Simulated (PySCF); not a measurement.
**Mayer bond orders and bond lengths**

Species: (NaF)4 ring, Na₄F₄.
Geometry (PBE0-D3(BJ)/def2-SVP, Å), atoms numbered from 1 in this order:
```xyz
8
Na4F4 angstrom
Na    -1.0070    1.0706    2.2052
F     -1.3603    2.1794    0.5629
Na    -0.8891    1.9446   -1.3807
F      0.0813    0.6090   -2.5334
Na     1.0389   -1.1263   -2.1656
F      1.3817   -2.2361   -0.5217
Na     0.9106   -1.9955    1.4207
F     -0.0556   -0.6636    2.5802
```

Bond orders from the PBE0/pcSseg-1 density (PySCF). One conformer (not necessarily the lowest) at the PBE0-D3(BJ)/def2-SVP geometry, without solvent, vibrations or thermal averaging.

Problem. Set the Mayer orders of the bonds beside their lengths.

Solution. 
```csv
bond,length (Å),Mayer order
Na1–F2,2.013,0.238
Na1–F8,2.013,0.238
F2–Na3,2.014,0.238
Na3–F4,2.013,0.238
F4–Na5,2.016,0.238
Na5–F6,2.013,0.238
F6–Na7,2.013,0.238
Na7–F8,2.013,0.238
```

Problem. Sum the orders of all bonds at each heavy atom with more than one neighbour.

Solution. Na1 0.476, F2 0.476, Na3 0.476, F4 0.476, Na5 0.476, F6 0.476, Na7 0.476, F8 0.476. Orders between atoms that aren't bonded are not in these sums.

For a closed shell the Mayer order of atoms A and B is Σ (PS)μν (PS)νμ over the basis functions μ on A and ν on B, with P the density and S the overlap matrix.

The run behind these numbers computed NMR shieldings as well. On one thread of an Arm Neoverse V1, no GPU (shared host), this took 10 s.
